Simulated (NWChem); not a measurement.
System: C3H6Cl2; SMILES ClC(CC)Cl

NWChem input:

```
start job
memory heap 200 mb stack 900 mb global 1100 mb
geometry units angstroms noautosym nocenter noautoz
  C     -1.985352     0.677635     0.000000
  C     -1.315065    -0.684044     0.000000
  C      0.201147    -0.662627     0.000000
  Cl     0.847028     0.125496     1.466901
  Cl     0.847028     0.125496    -1.466901
  H     -1.699907     1.256711    -0.890306
  H     -1.699907     1.256711     0.890306
  H     -3.079287     0.566940     0.000000
  H     -1.620958    -1.266716     0.885250
  H     -1.620958    -1.266716    -0.885250
  H      0.614669    -1.678062     0.000000
end
basis spherical
  * library def2-svp
end
dft
  xc b3lyp
  iterations 150
end
cosmo
  dielec 2.0
end
task dft energy
```

The geometry was optimised at PBE0/def2-SVP. B3LYP is NWChem's, with the RPA form of VWN correlation.

Level: B3LYP/def2-SVP with COSMO at NWChem's default radii, gas-phase geometry; the question gives the dielectric constant.

Task: Predict the main results of this run. (B3LYP/def2-SVP, COSMO on the gas-phase geometry.) Quantities: electrostatic solvation energy (kcal/mol); dipole in solution (D).

Result: 
```json
{
  "electrostatic solvation energy (kcal/mol)": "-1.2",
  "dipole in solution (D)": "2.15"
}
```
